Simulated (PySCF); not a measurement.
Computed IR spectrum (relative IR intensity) of a molecule C4H5FSi. Geometry: ωB97X-D3(BJ)/def2-SVP. Other conformers were not sampled. These are ωB97X-D3(BJ)/def2-SVP in PySCF values and carry that method's errors. Frequencies are harmonic and unscaled.

Lines under 2 % of the strongest are left out, and lines within 2 cm⁻¹ are merged.

```csv
ν (cm⁻¹),relative intensity
213,2.2
424,2.1
661,22
727,3.8
741,18
759,5.6
769,29
870,6.7
930,100
957,15
985,39
1370,3.6
1695,9.3
2287,59
3482,23
```

Identify the compound among the candidates.
A) FC1=CC=C[SiH2]1
B) C#C/C=C\[SiH2]F
C) C#C[SiH2]/C=C/F
D) F/C=C/C#C[SiH3]

B, C#C/C=C\[SiH2]F
